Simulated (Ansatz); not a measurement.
Total energies of `N#[C][SnH2][C]#N`.

```xyz
7

N    -1.419   -2.486   -0.431
C    -0.987   -1.463   -0.125
Sn   -0.246    0.405    0.478
C     1.431    0.730   -0.741
N     2.356    0.942   -1.393
H    -1.403    1.583    0.130
H     0.267    0.289    2.082
```

The species carries charge 0 and has multiplicity 1. Correlated methods include outer-core shells of Sn, which these sets cover unevenly. Sn takes the def2 core potential. The structure was optimised at the PBE0-D4/def2-TZVP level. Basis def2-TZVPP, Ansatz.

RPA on PBE orbitals: Hartree–Fock energy of these orbitals -399.13496 Eh, correlation -1.48648 Eh (frozen core).

```tsv
functional	kind	energy without D4 (Eh)	D4 term (kJ/mol)
revPBE	GGA	-401.23347	-39.7
BLYP	GGA	-401.14320	-32.4
r2SCAN	meta-GGA	-401.20808	-3.6
PBE0	global hybrid, 25 % exact exchange	-401.01472	-12.9
HSE06 (plane-wave form)	screened hybrid	-401.00345	-12.2
BHLYP	global hybrid, 50 %	-401.05634	-21.0
ωB97X-V	range-separated hybrid GGA with VV10	-401.16252	–
ωB97M-V	range-separated hybrid meta-GGA with VV10	-401.14080	–
B2PLYP	double hybrid	-400.89348	–
PBE-QIDH	double hybrid	-400.79314	–
```

Give the same for LDA (SPW92), PBE, B97M-V, B3LYP, r2SCANh, r2SCAN0, CAM-B3LYP, LC-ωPBE. (Best estimate.)

Computed: 
| functional | kind | energy without D4 (Eh) | D4 term (kJ/mol) |
| --- | --- | --- | --- |
| LDA (SPW92) | LDA | -399.29293 | – |
| PBE | GGA | -401.00705 | -15.1 |
| B97M-V | meta-GGA with VV10 | -401.22508 | – |
| B3LYP | global hybrid, 20 % | -401.31160 | -24.6 |
| r2SCANh | meta-GGA hybrid, 10 % | -401.18333 | -3.9 |
| r2SCAN0 | meta-GGA hybrid, 25 % | -401.14754 | -4.4 |
| CAM-B3LYP | range-separated hybrid | -401.13269 | -13.4 |
| LC-ωPBE | long-range corrected hybrid | -401.12810 | – |

B3LYP takes the VWN-RPA correlation (the form of Gaussian; ORCA's B3LYP/G). HSE06 is the plane-wave form, built on full-range PBE exchange. The double hybrids freeze the cores in their second-order part.

LC-ωPBE has ω = 0.4 bohr⁻¹.
